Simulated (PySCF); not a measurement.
Input file for PySCF: R-HF/3-21G on CH2O (SMILES [CH]O), 2S+1 = 1, a spin state set in the input, which need not be the lowest.

```python
from pyscf import gto, scf, dft, mp
from pyscf.data.elements import chemcore

mol = gto.M(
    atom='''
    C     0.72521462    0.19009731   -0.00119121
    O    -0.57347024    0.06850294    0.00167099
    H     1.15854634   -0.84267998   -0.00572219
    H    -0.92207215   -0.84592738   -0.00049847
    ''',
    basis='3-21g',
    charge=0, spin=0, verbose=3, max_memory=1800)
mf = scf.RHF(mol)
mf.conv_tol = 1e-8
mf.max_cycle = 100
mf.kernel()
if not mf.converged:
    mf = mf.newton().run(mf.mo_coeff, mf.mo_occ)
```

Question: Predict the final total energy.

Answer: -113.1350 hartree.
